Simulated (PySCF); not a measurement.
`C[Si@H]1C[C@H](F)C1`: 4 charge schemes on one density

Compound: C4H9FSi.
Z-matrix (Å and degrees, GFN2-xTB geometry), rows numbered from 1:
```
C 
Si  1  1.8957
C   2  1.9161  1  115.51
C   3  1.5351  2   90.73  1   104.01
F   4  1.3807  3  112.34  2   129.78
C   4  1.5350  3  100.86  2     9.93
H   1  1.0854  2  110.84  3    77.29
H   1  1.0854  2  110.85  3  -163.46
H   1  1.0863  2  111.74  3   -43.12
H   2  1.4662  1  112.43  3  -136.75
H   3  1.0874  2  113.87  1  -143.75
H   3  1.0866  2  119.98  1   -14.13
H   4  1.0945  3  113.02  2  -110.88
H   6  1.0873  2  113.85  1   143.85
H   6  1.0867  2  119.99  1    14.23
```

Density: PBE0/pcSseg-1 (PySCF); schemes: Mulliken, IAO, Hirshfeld and ESP-fitted. One conformer (not necessarily the lowest) at the GFN2-xTB geometry, without solvent, vibrations or thermal averaging.

Task: Atoms with like bonding are taken together and averaged. At which atom do the 4 schemes differ most?

Result: At C4: from +0.063 (Hirshfeld) to +0.633 e (ESP-fitted), 0.570 e apart.

Task: For which atoms does the sign change between the 4 schemes (beyond +0.03 e in one, beyond −0.03 e in another)?

Result: For none.

Task: What partial charge does each atom carry?

Result: In e; atoms taken as equivalent share a row and are averaged (×n: the atom named and its like, n in all):

```
    atom                  environment  Mulliken     IAO  Hirshfeld  ESP-fitted
      C1             Si-methyl carbon    -0.618  -0.719     -0.211      -0.738
     Si2                  SiH silicon    +0.775  +0.895     +0.386      +0.834
   C3/C6  sp3 carbon bound to silicon    -0.515  -0.575     -0.180      -0.697
      C4               sp3 C–F carbon    +0.180  +0.194     +0.063      +0.633
      F5               alkyl fluorine    -0.339  -0.331     -0.129      -0.328
H7/H8/H9              methyl hydrogen    +0.142  +0.159     +0.045      +0.178
     H10                Si–H hydrogen    -0.073  -0.124     -0.078      -0.178
 H11/H14           methylene hydrogen    +0.152  +0.165     +0.040      +0.178
 H12/H15           methylene hydrogen    +0.139  +0.147     +0.036      +0.149
     H13             methine hydrogen    +0.094  +0.133     +0.040      -0.016
```

Mean size of the charges over all atoms: ESP-fitted 0.354 e, IAO 0.310 e, Mulliken 0.274 e, Hirshfeld 0.104 e. Each set sums to the total charge, 0, to within 0.001 e. The Hirshfeld scheme weights the molecular density at each point by an atom's share of the summed free-atom densities. The ESP scheme fits charges at the nuclei, held to the total charge, to the electrostatic potential on points at 1.4 to 2.0 times the van der Waals radii.

Task: Sum the charges by element, for elements with more than one atom.

Result: 
```
element  atoms  Mulliken     IAO  Hirshfeld  ESP-fitted
      C      4    -1.466  -1.674     -0.508      -1.499
      H      9    +1.030  +1.109     +0.250      +0.993
```

Task: How many electrons does the Mulliken scheme count on F5?

Result: Z − q = 9 − (-0.339) = 9.339.

Task: How closely do the schemes follow one another over all atoms?

Result: Correlation coefficient and root-mean-square difference: Mulliken with IAO 1.00, 0.050 e; IAO with Hirshfeld 0.98, 0.257 e; Mulliken with Hirshfeld 0.98, 0.212 e; Mulliken with ESP-fitted 0.96, 0.146 e; IAO with ESP-fitted 0.96, 0.130 e; Hirshfeld with ESP-fitted 0.93, 0.317 e.
